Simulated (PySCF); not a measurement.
fulvene (C₆H₆), SMILES C=C1C=CC=C1.

Geometry optimised at PBE0-D3(BJ)/def2-SVP.

These are HF/def2-TZVP (PySCF) values and carry that method's errors.

Gas-phase values at a fixed geometry.

Computed frontier levels, gap, dipole moment and polarisability:
| Item | Result |
|---|---|
| highest occupied level | -8.39 eV |
| lowest empty level | 1.68 eV |
| orbital gap | 10.07 eV |
| dipole moment | 0.51 D |
| quadrupole, principal values (traceless, Buckingham form, about the centre of nuclear charge) | -9.61, 2.85, 6.76 D·Å |
| mean static polarisability | 70.8 bohr³ (10.49 Å³) |
| polarisability, principal values | 40.1, 64.0, 108.3 bohr³ |
